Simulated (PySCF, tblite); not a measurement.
A database entry of computed molecular properties. Lists by class give the value and the number of equivalent atoms.

```json
{
 "formula": "C5H5N3O",
 "smiles": "Cc1nnncc1C=O",
 "inchi": "InChI=1S/C5H5N3O/c1-4-5(3-9)2-6-8-7-4/h2-3H,1H3",
 "charge": 0,
 "multiplicity": 1,
 "geometry_level": "GFN2-xTB",
 "electronic_structure_code": "PySCF",
 "results": {
  "GFN2-xTB geometry": {
   "rotational_constants_GHz": [3.216, 1.519, 1.038]
  },
  "wB97X-D/def2-SVPD ground state and vertical TDDFT (core frozen in the response)": {
   "dipole_D": 3.07,
   "homo_eV": -9.26,
   "lumo_eV": -1.49,
   "S1_eV": 2.92,
   "strongest_line_of_8_singlets_eV": 5.88,
   "T1_tda_eV": 2.21,
   "polarisability_au": 79.5,
   "r2_bohr2_about_centre_of_nuclear_charge": 1060.2,
   "singlets_eV_and_f": [
    [2.92, 0.002],
    [3.63, 0.0],
    [3.81, 0.001],
    [4.01, 0.0],
    [4.64, 0.006],
    [5.47, 0.076],
    [5.88, 0.139],
    [6.33, 0.0]
   ],
   "triplets_tda_eV": [2.21, 3.21, 3.4]
  },
  "PBE0/pcSseg-1 ground state and GIAO shieldings, non-relativistic": {
   "shift_vs_computed_TMS_C_by_class_ppm": [
    [201.6, 1],
    [159.1, 1],
    [151.5, 1],
    [120.5, 1],
    [26.4, 1]
   ],
   "shift_vs_computed_TMS_H_by_class_ppm": [
    [10.62, 1],
    [8.99, 1],
    [3.34, 3]
   ],
   "shielding_other_nuclei_by_class_ppm": [
    ["N", -305.9, 1],
    ["N", -177.5, 1],
    ["N", -168.6, 1],
    ["O", -415.0, 1]
   ]
  },
  "GFN2-xTB harmonic vibrations, gas phase": {
   "strongest_ir_bands_cm-1_km_per_mol_modes": [
    [1076.6, 39.5, 1],
    [1385.4, 44.3, 1],
    [1477.5, 91.3, 1],
    [1502.5, 122.5, 1],
    [1755.0, 243.7, 1],
    [2766.6, 107.7, 1]
   ],
   "zpe_kcal_per_mol": 60.5
  }
 }
}
```

The zero-point energy, half the sum of the 36 harmonic wavenumbers, equals 21150 cm⁻¹ or 253 kJ/mol. The 8 singlets span 2.92 to 6.33 eV, and their oscillator strengths add up to 0.23. S1 lies 4.85 eV below the HOMO–LUMO gap; its leading configuration is HOMO→LUMO, weight 0.93.

The values belong to the conformer `[CH3:1][c:2]1[n:3][n:4][n:5][cH:6][c:7]1[CH:8]=[O:9]`: C6–C7–C8–O9 180°.
